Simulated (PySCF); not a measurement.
C₇H₁₅NSi: full NMR table

```yaml
Formula: C7H15NSi
SMILES: C=C([SiH3])/C=N/C(C)(C)C
Point_group_of_the_computed_structure: Cs
Degrees_of_unsaturation: 2
Carbon_signals: 5
Proton_signals: 5
```

Atom-mapped SMILES (the numbers label the heavy atoms): `[CH2:1]=[C:2]([SiH3:3])/[CH:4]=[N:5]/[C:6]([CH3:7])([CH3:8])[CH3:9]`. Each H is labelled by its parent atom. Ha(C1) is cis to Si3; Hb(C1) is trans to Si3.

Rapidly exchanging positions averaged, one computed conformer, non-relativistic Hamiltonian, no solvent. Shielding tensors at PBE0/pcSseg-1 (GIAO); geometry from GFN2-xTB; PySCF 2.14.0 with density-fitted response routines.

Shifts are taken against calculated references (same method and geometry level): TMS for ¹H and ¹³C and ²⁹Si; ¹⁵N against NH3.

| carbon | δC, type | δH (multiplicity) | HMBC from (2–3 bonds) | span of the C tensor (ppm) |
| --- | --- | --- | --- | --- |
| C1 | 142.7, CH2 | Ha(C1) 6.67 (m); Hb(C1) 6.52 (m) | H(C4), H(Si3) | 238 |
| C2 | 157.6, C | – | H(C4), Ha(C1), Hb(C1), H(Si3) | 225 |
| C4 | 170.3, CH | 8.46 (s) | Ha(C1), Hb(C1), H(Si3) | 195 |
| C6 | 56.3, C | – | H(C4), H(C7)/H(C8)/H(C9) | 31 |
| C7/C8/C9 | 32.5, CH3 | 1.32 (s) | H(C7)/H(C8)/H(C9) | 50 |

Other nuclei:
```tsv
atoms	nucleus	environment	δ (ppm)	σ (ppm)
H(Si3)	¹H	hydrogen on a silicon bonded to C	4.13	27.59
Si3	²⁹Si	silicon bonded to C, 3 H	-80.2	429.4
N5	¹⁵N	imine nitrogen	418.5	-150.8
```

- Carbon types of the structure: 2 × C, 1 × CH, 1 × CH2, 3 × CH3, leaving 3 H on heteroatoms.
- δC 170.3: C=N carbon.
- δC 157.6: fully substituted alkene carbon; the olefinic region.
- δC 142.7: terminal =CH2 carbon; as expected for a trigonal carbon in a double bond.
- δC 56.3: fully substituted sp3 carbon bonded to N; the inductive effect lowers its shielding.
- δC 32.5: methyl carbon; saturated and bonded to C and H only.

Shifts are as computed. Against solution values, carbons near 30 ppm lie about +3 ppm off and those near 130 ppm about +5 ppm. Of 1211 compounds with measured shifts, 218 miss one by over three times the rms of a fit or turn the order of signals round; such compounds aren't used in these exercises. Experimental scales use liquid or dissolved standards, which lie at an offset from isolated NH3 (liquid NH3: subtract about 20 ppm). Unscaled 15N shifts of sp2 nitrogen come out 20 to 40 ppm too high even then. No couplings were computed; multiplicities are counted from neighbouring protons, with m where these are inequivalent, close in shift, in a saturated or five-membered ring or joined by F or P, and br s for small geminal =CH2 splittings.
